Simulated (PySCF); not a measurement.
Molecule: `C#C[C@H]1CC[SiH2]1`, C5H8Si.

Atom-mapped SMILES (the numbers label the heavy atoms): `[CH:1]#[C:2][C@H:3]1[CH2:4][CH2:5][SiH2:6]1` (H(Xn): hydrogen on atom n). Ha(C4), Ha(C5), Ha(Si6) are cis to C2 on the ring; Hb(C4), Hb(C5), Hb(Si6) are trans to C2 on the ring.

Geometry PBE0-D3(BJ)/def2-SVP throughout; GIAO in PySCF 2.14, gas phase, one conformer, non-relativistic; equivalent atoms averaged; functional PBE0.

For orientation, cc-pVDZ gives these absolute shieldings σ: C1 127.9, C4 164.2, C5 188.3, Si6 436.3, Hb(Si6) 26.29, Ha(C4) 29.05, H(C3) 29.01, H(C1) 29.61, Ha(C5) 30.35 ppm.

A run gave: C1 116.2, C4 155.0, C5 179.4, Si6 377.2, Hb(Si6) 26.15, Ha(C4) 28.97, H(C3) 28.84, H(C1) 29.58, Ha(C5) 30.33 ppm (absolute shieldings σ).

Question: Which basis set was used in that run?
A. def2-TZVP
B. cc-pVTZ
C. 6-31G*
D. 6-311+G(2d,p)
E. def2-SVP

Answer: B. Si6 tells them apart best: cc-pVTZ gives 377.2, def2-TZVP gives 352.2, def2-SVP gives 432.7, 6-311+G(2d,p) gives 363.9, 6-31G* gives 413.5 ppm.
